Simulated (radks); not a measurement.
Valence configurations of Re I (all share [Xe]). All-electron calculation, scalar-relativistic Kohn-Sham, r2SCAN, spin-polarised, spherical densities, finite nucleus; open shells are filled with parallel spins first (spin-orbit coupling, left out, can overturn this in heavy ions); meta-GGA in the generalised Kohn-Sham scheme; Fermi nuclear charge, rms radius 5.3698 fm. Program: a radial shooting solver on a logarithmic mesh with Libxc functionals. Energies are relative to 4f14 5d5 6s2; eigenvalues in eV for spin up.

| valence | E (eV) | moment (Bohr magnetons) | e(4f) | e(5d) | e(6p) | e(6s) |
|---|---|---|---|---|---|---|
| 4f14 5d5 6s2 | 0.000 | 5 | -42.620 | -6.898 | - | -6.934 |
| 4f13.5 5d5 6s2 6p0.5 | 21.838 | 6 | -49.985 | -9.219 | -2.125 | -8.040 |
| 4f14 5d5 6s1 6p1 | 2.400 | 7 | -43.957 | -8.244 | -2.555 | -8.295 |
| 4f14 5d4 6s2 6p1 | 6.336 | 5 | -47.155 | -9.943 | -2.805 | -8.831 |
| 4f11.5 5d5 6s2 6p2.5 | 140.23 | 10 | -81.650 | -19.169 | -4.734 | -12.298 |
| 4f14 5d6 6s1 | 1.849 | 5 | -40.292 | -5.158 | - | -6.381 |
| 4f11.5 5d5 6s1 6p3.5 | 144.83 | 11 | -83.091 | -20.581 | -5.587 | -13.532 |
| 4f10.5 5d6 6s2 6p2.5 | 207.73 | 10 | -93.597 | -20.550 | -4.757 | -12.414 |
| 4f11.5 5d4 6s1 6p4.5 | 164.03 | 9 | -88.628 | -24.093 | -6.437 | -15.075 |
| 4f14 5d5 6p2 | 8.150 | 7 | -45.508 | -9.561 | -3.297 | - |

NIST lists [Xe] 4f14 5d5 6s2 as the ground configuration; this level of theory agrees among the configurations tried. The energies are those of spherical high-spin densities, not of single terms.
